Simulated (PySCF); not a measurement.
C2H4N3, charge +1. Atoms are numbered in the order given.

```xyz
9

C      0.0000    -1.0526     0.4322
N      0.0000     0.0000     1.2350
C      0.0000     1.0526     0.4322
N      0.0000     0.6693    -0.8488
N      0.0000    -0.6693    -0.8488
H      0.0000    -2.1020     0.7339
H      0.0000     2.1020     0.7339
H      0.0000     1.2192    -1.7081
H      0.0000    -1.2192    -1.7081
```
Charge +1, spin multiplicity 1.

Geometry optimised at PBE0-D3(BJ)/def2-SVP. The isomer is the one that the SMILES or the coordinates give; other isomers of the formula were not compared.

Method: PySCF with PBE/def2-TZVP.

Symmetry labels are those of the subgroup C2v that the program uses (full group C2v).

**Question.** List the valence orbital energies around the gap with their symmetry. (An estimate is asked for; the answer gives what the named calculation found.)

**Answer.** 
```csv
orbital,symmetry,energy (eV)
HOMO−7,A1,-22.12
HOMO−6,B2,-18.94
HOMO−5,B1,-18.44
HOMO−4,A1,-18.07
HOMO−3,B2,-16.73
HOMO−2,B1,-14.00
HOMO−1,A2,-13.65
HOMO,A1,-12.72
LUMO,A2,-7.80
LUMO+1,B1,-6.05
LUMO+2,A1,-5.40
LUMO+3,B2,-4.70
```
